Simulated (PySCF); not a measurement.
**MOF across the 3d metals**

Level: PBE0, basis family def2-TZVP, no relativity.

Each entry is the lowest minimum that a search over a few typed start shapes (and spin states, where more than one is plausible) found, or that minimum re-optimised at the stated level; isomers with ligand–ligand bonds, or fragments after loss of a ligand pair, can lie lower. Open shells are unrestricted; no spin–orbit coupling; PySCF with density fitting.

```
molecule  2S+1  point group  mean bond to the central atom (Å)  dipole (D)  lowest ω (cm⁻¹)  polar-tensor charge of the central atom  gap (eV)
    ScOF     1           Cs                              1.781        6.56              192                                     1.94      5.13
    TiOF     2           Cs                              1.723        5.49              126                                     1.86         –
    CoOF     5          C∞v                              1.685        0.18              128                                     1.29         –
    CuOF     3          C∞v                              1.702        1.93              149                                     0.72         –
```

Left out of the table are members whose search was unfinished or whose lowest solution was spin-contaminated, unstable, very soft or bonded differently.

Open d and f shells are single-determinant solutions and may miss the true ground state.
